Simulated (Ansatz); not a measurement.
The multiplicity is imposed and other spin states were not computed.

The numbers are results of PBE-D3(BJ)/def2-SVP (Ansatz, a quantum-chemistry and plane-wave program), not measurements. No frequencies were computed at this level.

Ansatz 0.2 input:
```yaml
crystal:
  periodic: [false, false, false]
  atoms:
    - { symbol: Ti, position_ang: [0.041229, 0.000805, -0.134276] }
    - { symbol: F, position_ang: [-0.550523, 0.313125, 1.443605] }
    - { symbol: F, position_ang: [-0.393289, 1.304692, -1.157963] }
    - { symbol: F, position_ang: [1.750299, -0.11017, -0.073745] }
    - { symbol: O, position_ang: [-0.598485, -1.412937, -0.713487] }
    - { symbol: C, position_ang: [-1.129428, -2.601493, -1.210509] }
    - { symbol: H, position_ang: [-1.694655, -2.395779, -2.129084] }
    - { symbol: H, position_ang: [-1.799122, -3.046266, -0.462664] }
    - { symbol: H, position_ang: [-0.314837, -3.303212, -1.433325] }
basis:
  gaussian: { orbitals: def2-svp }
hamiltonian:
  xc: pbe
  dispersion: d3bj
relax:
  max_steps: 150
```

Output:

```
Functional definition: PBE
1299 factors; their error is unknown
mean field evaluation 1: about -34366.8342 eV, gradient 7.8e1 eV
mean field evaluation 2: about -34128.5811 eV, gradient 3.8e2 eV
mean field evaluation 4: about -34376.0632 eV, gradient 2.7e1 eV
mean field evaluation 8: about -34377.4679 eV, gradient 1.1e-1 eV
mean field evaluation 16: about -34377.4206 eV, gradient 3.6e-4 eV
mean field -34377.42056697 eV, -1263.3469039837 hartree, gradient 8.3e-5 eV, S^2 0.000000; 0 other end points of the search recorded, 0 dependent functions left out
reference -34377.42066355 eV, -1263.3469075329 hartree; 33, 33 occupied and 83, 83 virtual orbitals, 1299 factors
relax step   1: F+E_penalty+E_count = -34377.57017738 eV  Δ(F+E_penalty+E_count) = +0.000e0 eV  max|allowed force component| = 3.079e0 eV/Å  Δτ_max = 0.0000 Å  (28 SCF iters, accepted)
these checks for a lower state are left out or cut short: starts, cluster_reference, orbital_swaps, neighbouring_geometries, increment
1299 factors; their error is unknown
mean field -34377.68880291 eV, -1263.3567614724 hartree, gradient 1.9e-5 eV, S^2 0.000000; 0 other end points of the search recorded, 0 dependent functions left out
reference -34377.68889890 eV, -1263.3567650002 hartree; 33, 33 occupied and 83, 83 virtual orbitals, 1299 factors
relax step   2: F+E_penalty+E_count = -34377.83563082 eV  Δ(F+E_penalty+E_count) = -2.655e-1 eV  max|allowed force component| = 1.167e0 eV/Å  Δτ_max = 0.0490 Å  (31 SCF iters, accepted)
these checks for a lower state are left out or cut short: starts, cluster_reference, orbital_swaps, neighbouring_geometries, increment
1299 factors; their error is unknown
mean field evaluation 32: about -34377.7258 eV, gradient 1.9e-5 eV
mean field -34377.72583148 eV, -1263.3581222476 hartree, gradient 1.9e-5 eV, S^2 0.000000; 0 other end points of the search recorded, 0 dependent functions left out
reference -34377.72592707 eV, -1263.3581257602 hartree; 33, 33 occupied and 83, 83 virtual orbitals, 1299 factors
relax step   3: F+E_penalty+E_count = -34377.87138686 eV  Δ(F+E_penalty+E_count) = -3.576e-2 eV  max|allowed force component| = 4.020e-1 eV/Å  Δτ_max = 0.0232 Å  (31 SCF iters, accepted)
these checks for a lower state are left out or cut short: starts, cluster_reference, orbital_swaps, neighbouring_geometries, increment
1299 factors; their error is unknown
mean field -34377.72891273 eV, -1263.3582354811 hartree, gradient 1.5e-5 eV, S^2 0.000000; 0 other end points of the search recorded, 0 dependent functions left out
reference -34377.72900839 eV, -1263.3582389967 hartree; 33, 33 occupied and 83, 83 virtual orbitals, 1299 factors
relax step   4: F+E_penalty+E_count = -34377.87417126 eV  Δ(F+E_penalty+E_count) = -2.784e-3 eV  max|allowed force component| = 2.467e-2 eV/Å  Δτ_max = 0.0120 Å  (31 SCF iters, accepted)
these checks for a lower state are left out or cut short: starts, cluster_reference, orbital_swaps, neighbouring_geometries, increment
1299 factors; their error is unknown
mean field -34377.72896370 eV, -1263.3582373543 hartree, gradient 2.3e-5 eV, S^2 0.000000; 0 other end points of the search recorded, 0 dependent functions left out
reference -34377.72905936 eV, -1263.3582408698 hartree; 33, 33 occupied and 83, 83 virtual orbitals, 1299 factors
relax step   5: F+E_penalty+E_count = -34377.87420281 eV  Δ(F+E_penalty+E_count) = -3.155e-5 eV  max|allowed force component| = 2.063e-2 eV/Å  Δτ_max = 0.0041 Å  (25 SCF iters, accepted)
these checks for a lower state are left out or cut short: starts, cluster_reference, orbital_swaps, neighbouring_geometries, increment
1299 factors; their error is unknown
mean field -34377.72896433 eV, -1263.3582373777 hartree, gradient 1.4e-5 eV, S^2 0.000000; 0 other end points of the search recorded, 0 dependent functions left out
reference -34377.72906000 eV, -1263.3582408933 hartree; 33, 33 occupied and 83, 83 virtual orbitals, 1299 factors
relax step   6: F+E_penalty+E_count = -34377.87421750 eV  Δ(F+E_penalty+E_count) = -1.469e-5 eV  max|allowed force component| = 1.324e-3 eV/Å  Δτ_max = 0.0023 Å  (25 SCF iters, accepted)
1299 factors; their error is unknown
mean field evaluation 64: about -34377.7289 eV, gradient 1.4e-1 eV
mean field -34377.72896433 eV, -1263.3582373777 hartree, gradient 1.4e-5 eV, S^2 0.000000; 1 other end points of the search recorded, 0 dependent functions left out
reference -34377.72906000 eV, -1263.3582408933 hartree; 33, 33 occupied and 83, 83 virtual orbitals, 1299 factors
Total energy: -34377.87431317 eV, -1263.3635788488 hartree
Atom 0 at     0.065280     0.052381    -0.114036 Å, force     0.000533     0.001324     0.000634 eV/Å
Atom 1 at    -0.553541     0.354459     1.503655 Å, force     0.000111    -0.000291    -0.000598 eV/Å
Atom 2 at    -0.389553     1.381032    -1.171797 Å, force     0.000055    -0.000579     0.000288 eV/Å
Atom 3 at     1.817853    -0.074521    -0.055551 Å, force    -0.000631    -0.000116    -0.000067 eV/Å
Atom 4 at    -0.608984    -1.441642    -0.728794 Å, force    -0.000169    -0.000712    -0.000506 eV/Å
Atom 5 at    -1.143829    -2.633170    -1.223469 Å, force    -0.000010    -0.000045    -0.000034 eV/Å
Atom 6 at    -1.720554    -2.441329    -2.154392 Å, force     0.000092     0.000034     0.000193 eV/Å
Atom 7 at    -1.824408    -3.092327    -0.473796 Å, force     0.000140     0.000236    -0.000000 eV/Å
Atom 8 at    -0.331074    -3.356120    -1.453268 Å, force    -0.000121     0.000149     0.000091 eV/Å
Dipole moment:    -0.256329    -0.569773    -0.235673 e Å
```

Cost: very roughly 30 core-seconds.
